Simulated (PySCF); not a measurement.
# Ru (ruthenium, neutral): PBE calculation

Configuration: [Kr] 4d8, high-spin 3F determinant (an excited configuration). Computed with PySCF 2.14 in x2c-QZVPPall (13s8p7d4f2g, 118 functions), with scalar relativity by spin-free X2C-1e.

```json
{"Total energy": "-4529.95 hartree", "One-electron energy": "-6250.01 hartree", "Hartree (Coulomb) energy": "1854.57 hartree", "Exchange-correlation energy": "-134.51 hartree", "⟨S²⟩": "2.0034", "⟨L²⟩": "12.028", "Sum of ⟨r⟩": "31.60 bohr", "Sum of ⟨r²⟩": "49.20 bohr²", "Langevin diamagnetic susceptibility": "-39.0 ×10⁻⁶ cm³/mol", "Time after the integrals": "roughly 5 core-seconds"}
```

```tsv
shell	electrons	mean orbital energy (eV)	spread (eV)	rms radius, mean of both spins (bohr)
1s β	1	-21900.2	0	0.0384
1s α	1	-21900.1	0	0.0384
2s α	1	-3147.0	0	0.158
2s β	1	-3146.8	0	0.158
2p α	3	-2819.2	0	0.140
2p β	3	-2819.0	0	0.140
3s α	1	-551.90	0	0.431
3s β	1	-551.77	0	0.431
3p α	3	-444.02	0	0.434
3p β	3	-443.88	0	0.434
3d α	5	-270.09	0.222	0.420
3d β	5	-269.87	0.033	0.420
4s α	1	-74.003	0	1.09
4s β	1	-72.780	0	1.09
4p α	3	-44.257	0	1.22
4p β	3	-42.934	0	1.22
4d α	5	-3.661	0.680	2.08
4d β	3	-2.726	0	2.08
```

Densities and radii are taken from the X2C orbitals without a picture-change correction, which distorts them close to the nucleus.
